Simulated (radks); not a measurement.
Results of a calculation; reference values are marked as such.
Valence configurations of Pm (all share [Xe]). Level of theory: scalar-relativistic Kohn-Sham, r2SCAN, spin-polarised, spherical densities, finite nucleus; open shells are filled with parallel spins first (spin-orbit coupling, left out, can overturn this in heavy ions); meta-GGA in the generalised Kohn-Sham scheme; Fermi nuclear charge, rms radius 4.962 fm (a radial shooting solver on a logarithmic mesh with Libxc functionals). Energies are relative to 4f5 6s2; eigenvalues in eV for spin up.

valence	E (eV)	moment (Bohr magnetons)	e(4f)	e(5d)	e(6p)	e(6s)
4f5 6s2	0.000	5	-3.310	-	-	-3.725
4f5 5d2	3.000	7	-1.147	-1.025	-	-
4f4 5d1 6s2	3.429	5	-8.796	-3.276	-	-4.272
4f3 5d2 6s2	11.346	5	-14.900	-4.592	-	-4.646
4f4.5 6s2 6p0.5	1.912	5	-7.461	-	-1.916	-4.670
4f3 5d2.5 6s1.5	10.873	6	-13.750	-4.030	-	-4.533
4f3 5d1 6s2 6p1	14.967	5	-18.382	-6.682	-2.608	-6.061
4f5 6p2	3.990	7	-5.401	-	-2.534	-
4f5 5d1 6s1	0.924	7	-1.865	-1.414	-	-3.618

NIST lists [Xe] 4f5 6s2 as the ground configuration; this level of theory agrees among the configurations tried. The energies are those of spherical high-spin densities, not of single terms. No valid solution was reached for [Xe] 4f6 6s1.
